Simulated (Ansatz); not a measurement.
Consider the ligand exchange at the Si–Te bond: `O[SiH2][TeH]` + `O[SiH](Cl)Cl` → `O[SiH2]O[SiH](Cl)Cl` + H₂Te.

Gas-phase electronic energies from Ansatz, PBE0-D4/def2-TZVP geometries. CCSD(T)/CBS is the MP2 limit (def2-TZVPP, def2-QZVPP) plus CCSD(T) − MP2 in def2-TZVPP, frozen cores. This one scheme is used for every species. DFT in def2-TZVPP. Elements past krypton have def2 core potentials. For Te outer-core shells are correlated without core-valence functions, which leaves a few kJ/mol of doubt a bond. Each species was taken in one conformer, which may not be the lowest.

`O[SiH2][TeH]`:

Z-matrix (Å, degrees):
```
Si
Te 1 2.499
O 1 1.643 2 113.5
H 1 1.478 2 108.1 3 116.6
H 1 1.485 2 106.3 3 -123.7
H 2 1.657 1 91.0 3 97.5
H 3 0.959 1 117.4 2 -44.3
```

`O[SiH](Cl)Cl`:

Z-matrix (Å, degrees):
```
Si
Cl 1 2.042
Cl 1 2.041 2 107.4
O 1 1.621 2 111.2 3 -121.9
H 1 1.467 2 109.8 3 119.4
H 4 0.959 1 119.4 2 59.9
```

`O[SiH2]O[SiH](Cl)Cl`:

Cartesian coordinates in Å:
```
O -0.828 0.389 -2.042
Si -1.121 -0.555 -0.744
O 0.234 -0.751 0.177
Si 1.289 0.033 1.101
Cl 1.394 1.991 0.502
Cl 0.695 -0.006 3.047
H -0.633 1.317 -1.896
H -2.166 0.032 0.129
H -1.489 -1.882 -1.268
H 2.624 -0.569 0.994
```

H₂Te:

Cartesian coordinates in Å:
```
Te 0.263 0.727 0.078
H 0.952 -0.777 0.151
H -1.216 0.049 -0.229
```

```tsv
level	ΔE (kcal/mol)
r2SCAN	-14.5
CCSD/def2-TZVPP	-17.9
MP2/def2-QZVPP	-14.9
SCS-MP2/def2-QZVPP	-16.6
```

**Question.** What does CCSD(T)/CBS give? (An estimate is asked.)

**Answer.** Computed: -15.5 kcal/mol. The listed levels differ from it by 1.0, -2.4, 0.6, -1.1 kcal/mol.

Largest T1 diagnostic among the species: 0.011.

In def2-TZVPP, CCSD(T) changes the Hartree–Fock value by +3.3 kcal/mol (the triples alone add +0.7 kcal/mol) and MP2 by +4.8 kcal/mol. From PBE to PBE0 (25 % exact exchange), in def2-TZVPP and without D4, ΔE moves by −1.6 kcal/mol.
